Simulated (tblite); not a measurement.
C₅H₇F₃.
Atom-mapped SMILES: `[F:1][C@@H:2]1[CH2:3][CH2:4][C:5]([F:6])([F:7])[CH2:8]1` (hydrogens: H9 on C2; H10, H11 on C3; H12, H13 on C4; H14, H15 on C8)

Geometry (GFN2-xTB, Å), atoms numbered from 1 in this order:
```
atom  x, y, z in Å
F1    -1.0294    1.1601    1.5783
C2    -0.9560    0.8410    0.2362
C3    -1.1160   -0.6705    0.0670
C4     0.2929   -1.2136    0.2951
C5     1.1875   -0.1694   -0.3683
F6     1.4324   -0.5006   -1.6720
F7     2.4195   -0.1067    0.2021
C8     0.4446    1.1700   -0.2887
H9    -1.7481    1.4215   -0.2462
H10   -1.4490   -0.8865   -0.9480
H11   -1.8397   -1.0710    0.7740
H12    0.4533   -2.2005   -0.1342
H13    0.5330   -1.2375    1.3585
H14    0.9612    1.8399    0.3984
H15    0.4095    1.6317   -1.2741
```

Computed with GFN2-xTB (tblite): harmonic, unscaled wavenumbers at the GFN2-xTB geometry, gas phase. Errors from tens to a few hundred cm⁻¹ against measured bands are possible. One conformer, not necessarily the lowest.

Harmonic wavenumbers (cm⁻¹): 45.8, 131.6, 297.6, 334.7, 381.1, 408.5, 424.1, 486.2, 584.0, 688.3, 791.4, 837.0, 859.2, 900.9, 965.1, 999.1, 1026.4, 1043.5, 1096.8, 1111.7, 1145.4, 1173.2, 1177.8, 1205.1, 1245.9, 1278.0, 1298.3, 1305.0, 1325.6, 1429.2, 1446.7, 1461.2, 2947.6, 3004.9, 3015.3, 3022.0, 3025.4, 3031.1, 3033.8.

A = 3518, B = 1547, C = 1423 MHz; mass 124.050 u (most abundant isotopes); point group C1, symmetry number 1.

Task: What is the zero-point energy?

Result: ½Σν̃ = 24992 cm⁻¹ = 298.98 kJ/mol.

Task: What is S at 298.15 K and 1 bar for an ideal gas of classical rigid rotors and harmonic oscillators?

Result: Translation 168.98, rotation 117.65, vibration 68.92: S = 355.6 J/(mol K).

Task: And Cp and H(298.15 K) − H(0)?

Result: Cp = 121.26 J/(mol K), of which vibrations give 88.01 (their classical limit is 39 R = 324.3); H(298.15 K) − H(0) = 21.38 kJ/mol without the zero-point energy, 11.47 from vibrations.

Task: Which modes carry the vibrational entropy at 298.15 K?

Result: 45.8 cm⁻¹: 20.88; 131.6 cm⁻¹: 12.23; 297.6 cm⁻¹: 5.98; 334.7 cm⁻¹: 5.18; 381.1 cm⁻¹: 4.33; 408.5 cm⁻¹: 3.90 J/(mol K); the other 33 give 16.42 together.

Task: What must be added to the electronic energy to get the Gibbs energy at 298.15 K and 1 bar?

Result: ZPE + [H(298.15 K) − H(0)] − T·S = 298.98 + 21.38 − 106.01 = 214.35 kJ/mol.

Hindered rotation and anharmonicity are outside this model. Other conformers, if any are populated, would add a mixing term that is left out. The structure is chiral; the term R ln 2 for an equal mix with its mirror image is left out.
